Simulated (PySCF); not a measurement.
Si(Me)2, C2H6Si, SMILES [Si](C)C, B3LYP/def2-SVP optimised geometry.

```
9

Si    -0.54    -0.74     0.00
C     -0.81     1.15     0.00
H     -1.83     1.45    -0.28
H     -0.08     1.72    -0.61
H     -0.65     1.48     1.05
C      1.38    -0.74     0.00
H      1.83     0.05     0.62
H      1.68    -0.54    -1.05
H      1.82    -1.72     0.27
```

Density from B3LYP/def2-TZVP in PySCF at that geometry.

Minimum of the electron density along straight lines between bonded atoms, close to the bond critical point (lines longer than 1.1 times the sum of covalent radii, or with two minima, are not listed):

| bond | length / Å | ρ at the minimum / e bohr⁻³ | ∇²ρ there / e bohr⁻⁵ | position (fraction from the first atom) |
|---|---|---|---|---|
| Si1–C2 | 1.918 | 0.114 | 0.13 | 0.39 |
| C2–H3 | 1.101 | 0.269 | -0.88 | 0.64 |
| C2–H4 | 1.105 | 0.264 | -0.86 | 0.64 |
| C2–H5 | 1.110 | 0.258 | -0.81 | 0.64 |
| Si1–C6 | 1.918 | 0.114 | 0.13 | 0.39 |
| C6–H7 | 1.105 | 0.264 | -0.86 | 0.64 |
| C6–H8 | 1.110 | 0.258 | -0.81 | 0.64 |
| C6–H9 | 1.101 | 0.269 | -0.89 | 0.64 |
